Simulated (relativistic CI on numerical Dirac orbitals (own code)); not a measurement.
## Ligand-field terms of d3

Computed with a parametric ligand-field model of a d^n configuration (Racah B and C, spin-orbit zeta, crystal field), exact diagonalisation.

Field parameters in Wybourne normalisation: Oh B⁴₀ = 21Dq, B⁴₄ = √(5/14) B⁴₀. The field is a parameter set, without covalency.

Ground term and bands for B = 660, C = 2910, ζ = 0 cm⁻¹, Oh, 10Dq = 16500 cm⁻¹?

Ground term 4A2 with 0.00 electrons in the two orbitals of the cubic e set. Spin-allowed: 4T2 16500 cm⁻¹ (606 nm), 4T1 23100 cm⁻¹ (433 nm), 4T1 36300 cm⁻¹ (275 nm). Lowest spin-forbidden: 2E 13600 cm⁻¹ (735 nm), 2T1 14186 cm⁻¹ (705 nm), 2T2 20512 cm⁻¹ (488 nm). With an A2 ground term the first spin-allowed band lies at |10Dq| itself.

Ground term and bands for B = 660, C = 2910, ζ = 0 cm⁻¹, Oh, 10Dq = 23100 cm⁻¹?

Ground term 4A2 with 0.00 electrons in the two orbitals of the cubic e set. Spin-allowed: 4T2 23100 cm⁻¹ (433 nm), 4T1 30150 cm⁻¹ (332 nm), 4T1 49050 cm⁻¹ (204 nm). Lowest spin-forbidden: 2E 13767 cm⁻¹ (726 nm), 2T1 14300 cm⁻¹ (699 nm), 2T2 21402 cm⁻¹ (467 nm). With an A2 ground term the first spin-allowed band lies at |10Dq| itself.

Ground term and bands for B = 660, C = 2910, ζ = 0 cm⁻¹, Oh, 10Dq = 25740 cm⁻¹?

Ground term 4A2 with 0.00 electrons in the two orbitals of the cubic e set. Spin-allowed: 4T2 25740 cm⁻¹ (389 nm), 4T1 32897 cm⁻¹ (304 nm), 4T1 54223 cm⁻¹ (184 nm). Lowest spin-forbidden: 2E 13819 cm⁻¹ (724 nm), 2T1 14332 cm⁻¹ (698 nm), 2T2 21661 cm⁻¹ (462 nm). With an A2 ground term the first spin-allowed band lies at |10Dq| itself.

Ground term and bands for B = 660, C = 2910, ζ = 0 cm⁻¹, Oh, 10Dq = 8580 cm⁻¹?

Ground term 4A2 with 0.00 electrons in the two orbitals of the cubic e set. Spin-allowed: 4T2 8580 cm⁻¹ (1166 nm), 4T1 13646 cm⁻¹ (733 nm), 4T1 21994 cm⁻¹ (455 nm). Lowest spin-forbidden: 2E 13273 cm⁻¹ (753 nm), 2T1 13890 cm⁻¹ (720 nm), 2T2 18579 cm⁻¹ (538 nm). With an A2 ground term the first spin-allowed band lies at |10Dq| itself.

Ground term and bands for B = 660, C = 2910, ζ = 0 cm⁻¹, Oh, 10Dq = 29700 cm⁻¹?

Ground term 4A2 with 0.00 electrons in the two orbitals of the cubic e set. Spin-allowed: 4T2 29700 cm⁻¹ (337 nm), 4T1 36977 cm⁻¹ (270 nm), 4T1 62023 cm⁻¹ (161 nm). Lowest spin-forbidden: 2E 13887 cm⁻¹ (720 nm), 2T1 14370 cm⁻¹ (696 nm), 2T2 21979 cm⁻¹ (455 nm). With an A2 ground term the first spin-allowed band lies at |10Dq| itself.
